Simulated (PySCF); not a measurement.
# Radial density of Fe(3+) (iron, charge +3)

LDA, [Ar] 3d5, high-spin 6S determinant. Calculation: PySCF 2.14, in cc-pVTZ-DK; the spin-free X2C one-electron Hamiltonian (Gaussian nucleus).

| r (bohr) | 4πr²ρ (e/bohr) | 4πr²(ρα − ρβ) |
| --- | --- | --- |
| 0.00104 | 0.2282 | 0.0000 |
| 0.00175 | 0.5755 | 0.0000 |
| 0.00294 | 1.421 | 0.0000 |
| 0.00494 | 3.385 | 0.0001 |
| 0.00830 | 7.588 | 0.0002 |
| 0.0140 | 15.27 | 0.0005 |
| 0.0235 | 25.49 | 0.0009 |
| 0.0395 | 31.40 | 0.0018 |
| 0.0665 | 26.63 | 0.0079 |
| 0.112 | 26.18 | 0.0569 |
| 0.188 | 34.95 | 0.3802 |
| 0.316 | 19.83 | 1.8093 |
| 0.532 | 14.32 | 4.4748 |
| 0.895 | 13.64 | 4.4090 |
| 1.51 | 2.851 | 1.5001 |
| 2.53 | 0.1589 | 0.1392 |
| 4.26 | 0.0006504 | 0.0006 |

Densities and radii are taken from the X2C orbitals without a picture-change correction, which distorts them close to the nucleus.
